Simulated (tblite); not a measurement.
Species: C₅H₁₂N₂OSi.
Atom-mapped SMILES: `[CH3:1][O:2][C@@:3]([CH3:4])([CH2:5][C:6]#[N:7])[SiH2:8][NH2:9]` (hydrogens: H10, H11, H12 on C1; H13, H14, H15 on C4; H16, H17 on C5; H18, H19 on Si8; H20, H21 on N9)

Structure optimised with GFN2-xTB, isolated species.

Task: List the bond lengths, angles and torsions at this level.

Result: 
```csv
bond,length (Å)
C1–O2,1.407
O2–C3,1.430
C3–C4,1.524
C3–C5,1.545
C5–C6,1.435
C6≡N7,1.144
C3–Si8,1.923
Si8–N9,1.720
"C1–H10, C1–H11, C1–H12",1.093
"C4–H13, C4–H14, C4–H15",1.089
C5–H16,1.093
C5–H17,1.096
Si8–H18,1.460
Si8–H19,1.468
"N9–H20, N9–H21",1.008
```

Bonds in one row agree within 0.01 Å and their mean is given. A selection of angles:
```csv
angle,degrees
C1–O2–C3,118.5
O2–C3–C4,113.0
O2–C3–C5,110.2
O2–C3–Si8,100.2
C4–C3–C5,109.4
C4–C3–Si8,112.1
C5–C3–Si8,111.7
C3–C5–C6,111.4
C5–C6–N7,179.0
C3–Si8–N9,103.3
H20–N9–Si8,118.5
H21–N9–Si8,116.9
```

Torsions: C1–O2–C3–C4 -52° (synclinal); O2–C3–C5–C6 175° (antiperiplanar); O2–C3–Si8–N9 -56° (synclinal).

N9 (silicon-bound nitrogen) is pyramidal (angles 118.5°, 116.9° and 110.0°, sum 345.4°, 0.26 Å off the plane of its three neighbours). The 3 C–C bonds span 1.435 Å (C5–C6, drawn single) to 1.545 Å (C3–C5, drawn single), a spread of 0.110 Å. The C–O distances run from 1.407 Å (C1–O2, drawn single) to 1.430 Å (O2–C3, drawn single), a spread of 0.023 Å. Si8 (SiH2 silicon) is distorted tetrahedral (angles from 103.3° to 117.6°). Of the pairs four or more bonds apart, C6···H14 is among the closest relative to their van der Waals radii: 2.65 Å, 91 % of the sum of Bondi's values.

Point group: C1 (no symmetry element, even within 0.4 Å). Its GFN2-xTB frequencies are all real (lowest 47 cm⁻¹). One conformer, not necessarily the lowest (C1–O2–C3–C4 -52°, O2–C3–C5–C6 175°, O2–C3–Si8–N9 -56°, C3–Si8–N9–H -179° and 46°). 3 starts were optimised and ended at 0.00, 0.73 and 3.60 kcal/mol (GFN2-xTB); the lowest of these is shown.

Time: 1.9 s of wall time. Hardware: one thread, Arm Neoverse N1 (aarch64), shared host with 64 logical CPUs at a one-minute load of 60. These figures are those of the optimisation.

These are computed values.
